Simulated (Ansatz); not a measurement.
Species: CuF, net charge 0, singlet state. SMILES: [F][Cu]
Structure (B3LYP-D3(BJ)/def2-TZVP (Ansatz, a quantum-chemistry and plane-wave program) minimum search):
```
Cu
F 1 1.7714
```

Quantity: vertical triplet-singlet gap, E(triplet) - E(singlet), in eV. Set-up: spin-orbit terms left out; LANL2DZ with its own core potentials from Na on; UHF or UKS for open shells; six Cartesian d functions in 6-31G* and its kin unless marked 5d; each state is the SCF solution reached for its charge and spin; non-relativistic. First-principles rows: single points at B3LYP-D3(BJ) geometries (Ansatz). Levels can end on unlike triplets.

```
level                              program  vertical triplet-singlet gap, E(triplet) - E(singlet) (eV)
---------------------------------  -------  ----------------------------------------------------------
B3LYP/STO-3G                        Ansatz                                                       -4.22
B3LYP/3-21G                         Ansatz                                                       -0.29
B3LYP/6-31G*                        Ansatz                                                        0.60
B3LYP/6-31G* with LANL2DZ past Ar   Ansatz                                                        1.95
B3LYP/def2-TZVPD                    Ansatz                                                        1.86
```

No value to compare with is used here. The 4 habitual levels span -4.22 (B3LYP/STO-3G) to 1.95 eV (B3LYP/6-31G* with LANL2DZ past Ar); B3LYP/def2-TZVPD gives 1.86.

The sets are all those run for this method; runs whose electronic state is in doubt are left out.
